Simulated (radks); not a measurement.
Task: The erbium ion Er9+ is in [Kr] 4d10 4f7 5s2 5p4. Method: scalar-relativistic Kohn-Sham, LDA (Slater exchange, Perdew-Wang correlation), spin-polarised, spherical densities, finite nucleus; Fermi nuclear charge, rms radius of each element as measured or else 0.836 A^(1/3) + 0.57 fm; computed with a radial shooting solver on a logarithmic mesh with Libxc functionals. Open shells are filled with parallel spins first. One electron is removed from 4f, 5s, 5p, 4d in turn, with full relaxation. Which removal costs least, and what does each cost?

Result: 5p 168.26 eV; 4f 190.71 eV; 5s 202.03 eV; 4d 350.77 eV. The 5p electron leaves first.
